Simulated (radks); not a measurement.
Kinetic energies: the exact non-interacting value of the Kohn-Sham orbitals and orbital-free approximations, in hartree. Species: Ta55+ [Ar]; Lu+ [Xe] 4f14 6s2; He [He]; B+ [He] 2s2. Method: non-relativistic Kohn-Sham, exchange-only PBE, spin-polarised, spherical densities, point nucleus; computed with a radial shooting solver on a logarithmic mesh with Libxc functionals. Every spin shell is full or empty, so the densities are truly spherical. Functionals are evaluated on that one density, not self-consistently.

functional      Ta55+      Lu+       He       B+
exact         11769.3  13851.2  2.85204  24.2019
Thomas-Fermi    10977    13178   2.5234   21.691
TF + vW         16530    18289   5.3754   43.903
TF + vW/5       12088    14200   3.0938   26.133
LC94            11681    13845   2.8318   24.159
APBEK           11689    13849   2.8303   24.164
Perdew 92       11596    13747   2.8409   24.164
Thakkar         11623    13740   2.8411   24.213
Pearson         11544    13722   2.7044   23.139
LKT             14313    16152   4.5205   36.971
PG1             13773    15645   4.3007   35.192
Ernzerhof       11646    13777   2.9303   24.646
